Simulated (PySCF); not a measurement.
Bonding in `C=C=CCC(Cl)(Cl)Cl`

C₅H₅Cl₃.
Atom-mapped SMILES: `[CH2:1]=[C:2]=[CH:3][CH2:4][C:5]([Cl:6])([Cl:7])[Cl:8]` (hydrogens: H9, H10 on C1; H11 on C3; H12, H13 on C4)

Structure used (GFN2-xTB), in Å, numbered top down from 1:
```xyz
13
C5H5Cl3 angstrom
C      2.6418   -0.7112   -0.1538
C      1.4666   -0.4497    0.3155
C      0.2954   -0.1717    0.8001
C     -0.6359    0.8454    0.1971
C     -1.8474    0.1755   -0.4334
Cl    -2.9293    1.4025   -1.1430
Cl    -2.7745   -0.7400    0.7755
Cl    -1.3468   -0.9407   -1.7223
H      2.7960   -1.4769   -0.8965
H      3.5190   -0.1823    0.1825
H     -0.0751   -0.6988    1.6682
H     -0.1209    1.4173   -0.5770
H     -0.9932    1.5312    0.9694
```

Bond orders from the PBE0/pcSseg-1 density (PySCF). Geometry: GFN2-xTB, one conformer, isolated molecule.

Question: How far do the computed orders between heavy atoms stray from the drawn ones?

Answer: The largest departure is 0.110, at C2–C3 (drawn double, 1.890) and C4–C5 (drawn single, 0.893).

Question: Set the Mayer orders of the bonds beside their lengths.

Answer: 
```json
{"bond": "C1–C2", "drawn as": "double", "length (Å)": "1.292", "Mayer order": "2.092"}
{"bond": "C2–C3", "drawn as": "double", "length (Å)": "1.298", "Mayer order": "1.890"}
{"bond": "C3–C4", "drawn as": "single", "length (Å)": "1.505", "Mayer order": "1.053"}
{"bond": "C4–C5", "drawn as": "single", "length (Å)": "1.521", "Mayer order": "0.893"}
{"bond": "C5–Cl6", "drawn as": "single", "length (Å)": "1.783", "Mayer order": "1.041"}
{"bond": "C5–Cl7", "drawn as": "single", "length (Å)": "1.777", "Mayer order": "1.027"}
{"bond": "C5–Cl8", "drawn as": "single", "length (Å)": "1.777", "Mayer order": "1.037"}
{"bond": "C1–H9", "drawn as": "single", "length (Å)": "1.078", "Mayer order": "0.900"}
{"bond": "C1–H10", "drawn as": "single", "length (Å)": "1.078", "Mayer order": "0.906"}
{"bond": "C3–H11", "drawn as": "single", "length (Å)": "1.081", "Mayer order": "0.905"}
{"bond": "C4–H12", "drawn as": "single", "length (Å)": "1.092", "Mayer order": "0.933"}
{"bond": "C4–H13", "drawn as": "single", "length (Å)": "1.093", "Mayer order": "0.920"}
```

Bonds between the same two heavy elements. C–C: lowest C4–C5 (0.893, 1.521 Å), highest C1–C2 (2.092, 1.292 Å). C–Cl: all 3 within 0.02 of one another (1.027 to 1.041).

Question: Sum the orders of all bonds at each heavy atom with more than one neighbour and set the sums beside the valence in the SMILES.

Answer: C1 3.898 (drawn 4), C2 3.982 (drawn 4), C3 3.848 (drawn 4), C4 3.799 (drawn 4), C5 3.998 (drawn 4). Orders between atoms that aren't bonded are not in these sums.

Mayer orders depend on the basis set.
